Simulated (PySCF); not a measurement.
BH3, SMILES B. Geometry optimised at PBE0-D3(BJ)/def2-TZVPD. The isomer is the one that the SMILES or the coordinates give; other isomers of the formula were not compared.

TDDFT-M06-2X/def2-TZVPD (PySCF) puts the lowest singlet excitations at 5.67, 5.67, 9.29, 9.29, 10.75, 11.06 eV and the lowest triplet (TDA) at 5.11 eV.

What are the lowest singlet roots from EOM-CCSD/aug-cc-pVDZ (PySCF)? (The exact figures need the calculation; the answer reports its results.)

6.07, 6.07, 9.92, 9.92, 10.77, 10.86 eV; triplets 5.41, 5.41, 9.57 eV. S1 differs by 0.40 eV (second minus first; roots are paired by order, and the bases may differ).
